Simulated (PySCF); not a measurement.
Point-charge models of `[BH3-][N+]#CCC=C` against its computed dipole.

Coordinates (PBE0-D3(BJ)/def2-SVP, Å) and charges (e) from the PBE0/pcSseg-1 density (PySCF):

| atom | x | y | z | Mulliken | IAO | Hirshfeld | ESP-fitted |
| --- | --- | --- | --- | --- | --- | --- | --- |
| B1 | 3.075 | -0.139 | 0.448 | -0.0887 | -0.4064 | -0.0955 | -0.1599 |
| N2 | 1.607 | -0.326 | 0.052 | -0.2880 | +0.0381 | +0.0025 | -0.0837 |
| C3 | 0.505 | -0.468 | -0.247 | +0.2711 | +0.2056 | +0.1654 | +0.3031 |
| C4 | -0.896 | -0.645 | -0.602 | -0.1572 | -0.2870 | -0.0270 | -0.2080 |
| C5 | -1.823 | 0.118 | 0.307 | -0.2289 | -0.1347 | -0.0305 | -0.0010 |
| C6 | -2.673 | 1.049 | -0.120 | -0.1471 | -0.2861 | -0.0783 | -0.5059 |
| H7 | 3.313 | -1.010 | 1.274 | -0.0541 | +0.0031 | -0.0900 | -0.0710 |
| H8 | 3.718 | -0.278 | -0.584 | -0.0528 | +0.0045 | -0.0889 | -0.0717 |
| H9 | 3.156 | 0.992 | 0.908 | -0.0517 | +0.0044 | -0.0890 | -0.0650 |
| H10 | -1.109 | -1.729 | -0.560 | +0.1980 | +0.1951 | +0.0792 | +0.1400 |
| H11 | -1.027 | -0.334 | -1.651 | +0.1826 | +0.1884 | +0.0778 | +0.1523 |
| H12 | -1.774 | -0.142 | 1.370 | +0.1423 | +0.1588 | +0.0576 | +0.1294 |
| H13 | -2.738 | 1.334 | -1.175 | +0.1309 | +0.1506 | +0.0555 | +0.2274 |
| H14 | -3.339 | 1.563 | 0.576 | +0.1436 | +0.1656 | +0.0613 | +0.2140 |

Problem. Compute μ = Σ q r for each scheme (1 e·Å = 4.803 D) and compare with the dipole of the full density.

Solution. The full density gives (-7.30, -0.63, -1.76) D, 7.54 D in size; dipole vectors point from the negative to the positive end.

```
    scheme     μx     μy     μz  size (D)  share of the full size (%)  angle to the full dipole (°)
  Mulliken  -8.09  -0.51  -2.18      8.39                         111                             2
       IAO  -6.88  -0.70  -1.65      7.11                          94                             1
 Hirshfeld  -6.98  -0.52  -1.61      7.18                          95                             1
ESP-fitted  -7.29  -0.65  -1.77      7.53                         100                             0
```

Problem. Which set comes closest?

Solution. Length of the difference vector: ESP-fitted 0.03 D, Hirshfeld 0.37 D, IAO 0.44 D, Mulliken 0.90 D. Closest: ESP-fitted. The schemes that divide the density aren't constrained to reproduce the dipole.

Problem. What is left for the Hirshfeld atoms' own dipoles?

Solution. The Hirshfeld atoms' densities add up to the full density, so μ = Σ q r + Σ (atomic dipoles). The atomic dipoles sum to (-7.30, -0.63, -1.76) − (-6.98, -0.52, -1.61) = (-0.32, -0.11, -0.15) D, 0.37 D in size.

Problem. With the origin at the mean of the coordinates, (-0.001, -0.001, 0.000) Å, which are the largest single terms, by size, of the Hirshfeld dipole along the direction of the full one?

Solution. H7 +1.48, H8 +1.47, H9 +1.43, B1 +1.41, C6 -0.95 D; all 14 atoms together +7.18 D. The single terms depend on the origin, their sum doesn't.

Problem. Give the size of the full dipole in other units.

Solution. 7.54 D = 2.965 au = 1.569 e·Å = 25.14 × 10⁻³⁰ C·m.

One conformer (not necessarily the lowest) at the PBE0-D3(BJ)/def2-SVP geometry, without solvent, vibrations or thermal averaging.

These values come from a run that also computed NMR shieldings. On one thread, Arm Neoverse V2 (aarch64), shared host, this took 9.8 s of wall time and 0.75 GiB of memory at its peak.

The values belong to the conformer `[BH3-:1][N+:2]#[C:3][CH2:4][CH:5]=[CH2:6]`: C3–C4–C5–C6 121°.
